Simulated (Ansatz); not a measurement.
Reactions of `C[SiH2]C#N`.

Program: Ansatz. Geometries: PBE0-D4/def2-TZVP. ΔE: electronic, gas phase. CCSD(T)/CBS adds triple-zeta CCSD(T) − MP2 to the extrapolated MP2 energy (def2 sets, frozen cores). This one scheme is used for every species, atoms too. Functionals use def2-TZVPP. No spin–orbit coupling; open shells (•) take unrestricted orbitals. For Br, Ga, Se outer-core shells are correlated without core-valence functions, so the limit isn't a true one: a few kJ/mol of doubt a bond, and 10 to 20 or more in all where bonds break to atoms. Scalar relativity is left out up to krypton. One conformer a species, not always the lowest.

```json
{"reaction": "`C[SiH2]C#N` + `BS` → `BS[SiH2]C` + `C#N`", "PBE-D4 (kJ/mol)": "-9", "PBE0-D4 (kJ/mol)": "-9", "CCSD(T)/CBS(def2) (kJ/mol)": "-9"}
{"reaction": "`C[SiH2]C#N` + `[GaH3]` → `N#C[SiH2][GaH2]` + CH₄", "PBE-D4 (kJ/mol)": "-32", "PBE0-D4 (kJ/mol)": "-28", "CCSD(T)/CBS(def2) (kJ/mol)": "-22"}
{"reaction": "`C[SiH2]C#N` + `CC(=N)N` → `CNC(C)=N` + `N#C[SiH3]`", "PBE-D4 (kJ/mol)": "67", "PBE0-D4 (kJ/mol)": "68", "CCSD(T)/CBS(def2) (kJ/mol)": "68"}
{"reaction": "`C[SiH2]C#N` + `C[SeH]` → `C[Se]C#N` + `C[SiH3]`", "PBE-D4 (kJ/mol)": "56", "PBE0-D4 (kJ/mol)": "63", "CCSD(T)/CBS(def2) (kJ/mol)": "70"}
{"reaction": "`C[SiH2]C#N` + acetylene → `C#C[SiH2]C#N` + CH₄", "PBE-D4 (kJ/mol)": "-34", "PBE0-D4 (kJ/mol)": "-32", "CCSD(T)/CBS(def2) (kJ/mol)": "-34"}
{"reaction": "`C[SiH2]C#N` + H• → `C[SiH]C#N`• + H₂", "PBE-D4 (kJ/mol)": "-61", "PBE0-D4 (kJ/mol)": "-53", "CCSD(T)/CBS(def2) (kJ/mol)": "-50"}
{"reaction": "`C[SiH2]C#N` + `[Cl][GaH2]` → `N#[C][GaH][Cl]` + `C[SiH3]`", "PBE-D4 (kJ/mol)": "9", "PBE0-D4 (kJ/mol)": "8", "CCSD(T)/CBS(def2) (kJ/mol)": "4"}
{"reaction": "`C[SiH2]C#N` + `N[PH][AlH2]` → `C[SiH2]N[PH][AlH2]` + `C#N`", "PBE-D4 (kJ/mol)": "-6", "PBE0-D4 (kJ/mol)": "-8", "CCSD(T)/CBS(def2) (kJ/mol)": "-13"}
{"reaction": "`C[SiH2]C#N` + ethane → `CC[SiH2]C` + `C#N`", "PBE-D4 (kJ/mol)": "55", "PBE0-D4 (kJ/mol)": "56", "CCSD(T)/CBS(def2) (kJ/mol)": "55"}
{"reaction": "`C[SiH2]C#N` + `N[SiH](O)Br` → `CN[SiH](O)Br` + `N#C[SiH3]`", "PBE-D4 (kJ/mol)": "88", "PBE0-D4 (kJ/mol)": "90", "CCSD(T)/CBS(def2) (kJ/mol)": "90"}
```

Largest T1 diagnostic: 0.022, for `C[SiH]C#N`•.
